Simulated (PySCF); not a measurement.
# H₂HfS, singlet: computed properties

Computed with PySCF, PBE0, basis Hf def2-TZVP with ECP60, S def2-TZVP, H def2-TZVP (scalar-relativistic core potentials, no spin–orbit coupling, density fitting).

The structure is a minimum.

Z-matrix (Å, degrees; charge 0 multiplicity 1):
```
Hf
S  1 2.1889
H  1 1.8457 2 104.23
H  1 1.8457 2 104.23 3 113.44
```

| Quantity | Value |
| --- | --- |
| Point group | Cs |
| Bond lengths | Hf–H 1.846 Å (×2), Hf–S 2.189 Å |
| Bond angles | H–Hf–H 108.3°, H–Hf–S 104.2° (×2) |
| Principal quadrupole moments (Buckingham, traceless) about the centre of mass | -5.24, -3.61, 8.85 D Å |
| Enthalpy at 298.15 K above 0 K | 12.28 kJ/mol |
| Atomisation energy without zero-point energy | 1121 kJ/mol |
| Heat capacity Cp at 298.15 K | 54.1 J/(mol K) |
| Rotational constants | 2.628, 0.1265, 0.1241 cm⁻¹ |
| Rotational symmetry number | 1 |
| Highest occupied level | -7.22 eV |
| Lowest empty level | -2.90 eV |
| Dipole moment | 6.06 D |
| Zero-point energy | 32.7 kJ/mol |
| Entropy at 298.15 K and 1 bar | 284.0 J/(mol K) |
| Principal polarisabilities | 48.3, 58.4, 85.4 bohr³ |

Harmonic modes (masses in u: Hf 179.947, S 31.972, H 1.008):
```csv
symmetry,ω (cm⁻¹),IR (km/mol),type
a',406,107,bend
a'',470,26.0,bend
a',520,65.6,mixed
a',647,131,bend
a'',1698,335,stretch
a',1726,237,stretch
```

Charges (e):
```tsv
atom	Mulliken	Löwdin	polar tensor	Mayer order to Hf1
Hf1	0.72	0.26	1.36	–
S2	-0.42	0.02	-0.66	2.38
H3,4	-0.15	-0.14	-0.35	0.96
```

Mulliken populations on Hf1 (electrons outside its core potential): s 2.73, p 6.37, d 2.13, f 0.05.

Outer orbital energies (eV). occupied: -17.64, -9.09, -8.23, -7.80, -7.34, -7.22; empty: -2.90, -2.07, -1.85, -1.38.

This need not be the most stable arrangement of these atoms. With an element this heavy the missing spin–orbit coupling can shift these numbers.

The final relaxation and frequency run took about 70 core-seconds on a shared host.
